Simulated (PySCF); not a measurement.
Compound: GeH₈OSi₂.
InChI=1S/GeH8OSi2/c1-2-4-3/h4H2,1,3H3

All values: CAM-B3LYP/def2-SVPD (PySCF, non-relativistic), on one gas-phase PBE0-D3(BJ)/def2-SVP geometry that isn't relaxed in the solvent. The solvent is an IEF-PCM continuum (van der Waals radii × 1.2), and excitations are vertical TDDFT with non-equilibrium linear response and a frozen core. The model holds no explicit solvent molecules, cavitation or dispersion. Spin–orbit coupling is left out although an atom past zinc is present.

Gas-phase singlets (H = HOMO, L = LUMO):

```json
{"state": "S1", "E (eV)": "6.105", "λ (nm)": "203", "f": "0.006", "leading configurations": "H→L 90%"}
{"state": "S2", "E (eV)": "6.867", "λ (nm)": "181", "f": "0.000", "leading configurations": "H-1→L 92%"}
{"state": "S3", "E (eV)": "7.168", "λ (nm)": "173", "f": "0.013", "leading configurations": "H→L+3 29%, H→L+4 25%"}
{"state": "S4", "E (eV)": "7.216", "λ (nm)": "172", "f": "0.018", "leading configurations": "H→L+4 45%, H→L+1 43%"}
{"state": "S5", "E (eV)": "7.519", "λ (nm)": "165", "f": "0.024", "leading configurations": "H-2→L 35%, H→L+2 19%"}
```

**Question.** What are the lowest 5 singlets in cyclohexane (ε = 2.017)?

**Answer.** 
```
state  E (eV)  λ (nm)      f  leading configurations  change by rank (eV)
   S1   6.111     203  0.010                 H→L 91%               +0.006
   S2   6.875     180  0.000               H-1→L 92%               +0.008
   S3   7.166     173  0.035    H→L+4 48%, H→L+3 30%               -0.002
   S4   7.225     172  0.015    H→L+1 61%, H→L+4 24%               +0.009
   S5   7.534     165  0.108    H-2→L 39%, H→L+2 26%               +0.015
```

**Question.** Give the list for dichloromethane (ε = 8.93), n² = 2.03.

**Answer.** 
| state | E (eV) | λ (nm) | f | leading configurations | change by rank (eV) |
| --- | --- | --- | --- | --- | --- |
| S1 | 6.130 | 202 | 0.010 | H→L 92% | +0.025 |
| S2 | 6.899 | 180 | 0.001 | H-1→L 92% | +0.032 |
| S3 | 7.191 | 172 | 0.040 | H→L+4 54%, H→L+3 32% | +0.023 |
| S4 | 7.261 | 171 | 0.011 | H→L+1 66%, H→L+4 17% | +0.045 |
| S5 | 7.560 | 164 | 0.399 | H→L+2 61%, H-2→L 20% | +0.041 |

**Question.** How do the frontier levels move from gas to dichloromethane?

**Answer.** 
| orbital | gas (eV) | solvent (eV) | change (eV) |
| --- | --- | --- | --- |
| LUMO+2 | 1.30 | 1.38 | +0.08 |
| LUMO+1 | 0.78 | 0.97 | +0.19 |
| LUMO | 0.35 | 0.48 | +0.13 |
| HOMO | -9.03 | -8.97 | +0.06 |
| HOMO-1 | -9.95 | -9.89 | +0.06 |
| HOMO-2 | -10.84 | -10.68 | +0.16 |
| HOMO-3 | -11.02 | -10.90 | +0.12 |

The HOMO–LUMO gap goes from 9.38 to 9.45 eV.

Shape of the structure used: `[SiH3:1][SiH2:2][O:3][GeH3:4]`: Si1–Si2–O3–Ge4 43°.
